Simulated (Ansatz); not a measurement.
`CCCCCCCCCCO` and `CCCCCCCCCC#N` differ in one atom or group.

Ansatz, PBE0-D4/def2-TZVP geometries, multiplicity 1. Each molecule was computed in one conformer, which needn't be the lowest.

```
                                          property  `CCCCCCCCCCO`
           HOMO–LUMO gap (ωB97M-V/def2-TZVPP) / eV          12.61
             LUMO energy (ωB97M-V/def2-TZVPP) / eV           2.43
               HOMO energy (B3LYP/def2-TZVPP) / eV          -7.50
    size of the dipole moment (PBE/def2-TZVPP) / D           1.50
size of the dipole moment (ωB97M-V/def2-TZVPP) / D           1.59
                 LUMO energy (PBE/def2-TZVPP) / eV           0.17
```

(1) Give the same properties after the change, and the shifts. (An estimate is asked.)

## Answers

(1) Ansatz gave: 
```tsv
property	`CCCCCCCCCC#N`	shift
HOMO–LUMO gap (ωB97M-V/def2-TZVPP) / eV	13.06	0.45
LUMO energy (ωB97M-V/def2-TZVPP) / eV	2.06	-0.37
HOMO energy (B3LYP/def2-TZVPP) / eV	-8.54	-1.04
size of the dipole moment (PBE/def2-TZVPP) / D	4.18	2.68
size of the dipole moment (ωB97M-V/def2-TZVPP) / D	4.23	2.64
LUMO energy (PBE/def2-TZVPP) / eV	-0.40	-0.57
```

With PBE0 the HOMO falls by 0.99 eV and the LUMO falls by 0.49 eV, so the gap widens by about 0.50 eV. PBE moves the HOMO by -1.29 eV and ωB97M-V by -0.82 eV. Dipoles are sizes alone; their direction can turn.

B3LYP here is the variant with VWN-RPA as its local correlation; programs differ in this.
